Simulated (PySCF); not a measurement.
# Dipole response of Cr⁺ (chromium, charge +1)

[Ar] 3d5, high-spin 6S determinant. All numbers are calculated (PySCF 2.14, scalar relativity by spin-free X2C-1e, in aug-cc-pwCVTZ-DK with one added diffuse shell each of s, p, d, f, g type (11s10p8d5f4g, 152 functions)). Coupled (time-dependent) response in atomic units; α is the mean over directions.

```tsv
method	mean α (bohr³)	C₆ (like pair)	S(−4)
UHF	9.356	33.94	84.12
```

S(−4) is the Cauchy moment in α(ω) = α(0) + S(−4) ω² + …

α(iu) at UHF:

```tsv
u (hartree)	α(iu) (bohr³)
0	9.356
0.0500	9.154
0.100	8.624
0.200	7.228
0.300	6.015
0.500	4.441
0.750	3.319
1.00	2.616
1.50	1.773
2.00	1.288
3.00	0.7665
5.00	0.3608
```

A single London oscillator, α(iu) = α/(1 + u²/ω²), gives C₆ = (3/4) ω α². Matching the computed C₆ needs ω = 4 × 33.94 / (3 × 9.356²) = 0.517 hartree.

For an ion, C₆ is the dispersion term alone; charge-induced terms of lower order in 1/R come first.
